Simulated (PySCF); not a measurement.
Complete the spectrum of C5H6FNSi

Species: C5H6FNSi.
Numbering: `[N:1]#[C:2][C:3](/[CH:4]=[CH:5]\[F:6])=[CH:7]/[SiH3:8]` (hydrogens: H9 on C4; H10 on C5; H11 on C7; H12, H13, H14 on Si8)

Method: TDDFT CAM-B3LYP/def2-SVPD, vertical, gas phase, core orbitals frozen in the response in PySCF 2.14.0, density-fitted response routines. Geometry: GFN2-xTB, one conformer, isolated molecule. Torsions of this conformer, `[N:1]#[C:2][C:3](/[CH:4]=[CH:5]\[F:6])=[CH:7]/[SiH3:8]`: C2–C3–C4–C5 -3°.

Lowest singlets, with some entries withheld (?).

```
state  E (eV)       f  main configurations (H = HOMO, L = LUMO)
   S1    5.08   0.513                                 H→L (97%)
   S2       ?       ?                                         ?
   S3    6.37   0.078                               H-1→L (93%)
   S4       ?       ?                                         ?
   S5    6.72  0.0064                  H→L+1 (75%), H→L+4 (13%)
   S6    6.95   0.126                  H→L+3 (67%), H→L+2 (24%)
   S7    7.05  0.0032     H→L+2 (30%), H→L+8 (21%), H→L+4 (15%)
   S8    7.37  0.0014     H→L+4 (58%), H→L+1 (12%), H→L+8 (12%)
```

Question: Fill in the withheld entries.

Answer: 
- S2: E = 6.00 eV; f = 0.0016; H-2→L (90%)
- S4: E = 6.47 eV; f = 0.0022; H-3→L (82%)

Question: How far apart are S2 and S3, in eV and cm⁻¹?

Answer: 6.371 − 6.000 = 0.371 eV, or about 2990 cm⁻¹.

Question: What is the mean static polarisability from the same response equations?

Answer: 96.5 au (14.30 Å³), with principal values 61.7, 92.9 and 134.9 au.

Question: Where do the lowest triplets lie (Tamm–Dancoff)?

Answer: T1 2.80 eV, H→L (92%); T2 4.52 eV, H-1→L (48%), H→L+3 (32%); T3 5.60 eV, H-2→L (73%), H-3→L (14%). E(S1) − E(T1) = +2.28 eV.
